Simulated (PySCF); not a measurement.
C2H7GeN, SMILES C[N](C)[GeH] (connectivity only; charge and spin as stated), neutral, multiplicity 1. Coordinates come from a PBE-D3(BJ)/def2-SVP optimisation. The structure was generated by enumeration; whether it is a known compound was not checked.

Level of theory: PySCF with PBE-D3(BJ)/def2-SVP.

Harmonic wavenumbers (cm⁻¹): 201, 235, 281, 322, 332, 405, 555, 761, 980, 1031, 1063, 1112, 1195, 1233, 1365, 1391, 1396, 1409, 1413, 1439, 1805, 2908, 2915, 2965, 2974, 3056, 3086. Rotational constants (GHz): 8.975, 2.868, 2.236; symmetry number 1.

Task: Work out the zero-point energy and the ideal-gas rigid-rotor harmonic-oscillator thermochemistry at 298.15 K and 1 atm.

Result: ZPE = ½ Σ hcν = ½ × 37831 cm⁻¹ = 226.28 kJ/mol. H − E(el) = 244.26 kJ/mol. Entropy in J/(mol K): translation 168.21, rotation 109.31, vibration 42.95, total 320.48. G − E(el) = 148.71 kJ/mol. Cp = 92.92 J/(mol K).
